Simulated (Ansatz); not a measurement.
Geometry optimisation, RKS LDA/def2-SVP in Ansatz.

input.yaml

```yaml
crystal:
  periodic: [false, false, false]
  atoms:
    - { symbol: B, position_ang: [0.024816, -0.405195, -0.423522] }
    - { symbol: Cl, position_ang: [0.015138, 0.104699, 2.587277] }
    - { symbol: F, position_ang: [1.141158, 0.202128, -0.7246] }
    - { symbol: F, position_ang: [-1.130627, 0.153897, -0.664079] }
    - { symbol: F, position_ang: [0.064295, -1.635354, 0.056879] }
    - { symbol: H, position_ang: [0.00552, -1.149375, 2.118744] }
basis:
  gaussian: { orbitals: def2-SVP }
hamiltonian:
  xc: lda
relax:
  f_tol: 0.03
  max_steps: 50
```

Command:

```bash
$ ansatz run input.yaml --threads 1 --pin off --max-ram 2048MiB --backend cpu --events-out ev --progress --plain --runs-dir out
```

**Question.** Where does it end, and by what steps?

**Answer.** The forces met the threshold. After 7 steps the energy has fallen by 0.061 eV; Cl2 moved furthest, 0.30 Å.

| step | energy less start (eV) | largest force component (eV/Å) | accepted |
| --- | --- | --- | --- |
| 0 | 0.0000 | 0.901 | yes |
| 1 | -0.0329 | 0.640 | yes |
| 2 | -0.0313 | 0.696 | no |
| 3 | -0.0535 | 0.458 | yes |
| 4 | -0.0578 | 0.263 | yes |
| 5 | -0.0588 | 0.166 | yes |
| 6 | -0.0602 | 0.052 | yes |
| 7 | -0.0606 | 0.006 | yes |

```xyz
6
Properties=species:S:1:pos:R:3
B 0.017 -0.397 -0.319
Cl 0.011 0.129 2.284
F 1.142 0.215 -0.593
F -1.134 0.169 -0.589
F 0.044 -1.678 0.023
H 0.041 -1.167 2.144
```

Run time: 10 s on 1 thread of Arm Neoverse V2 (shared host), peak memory 0.13 GiB.
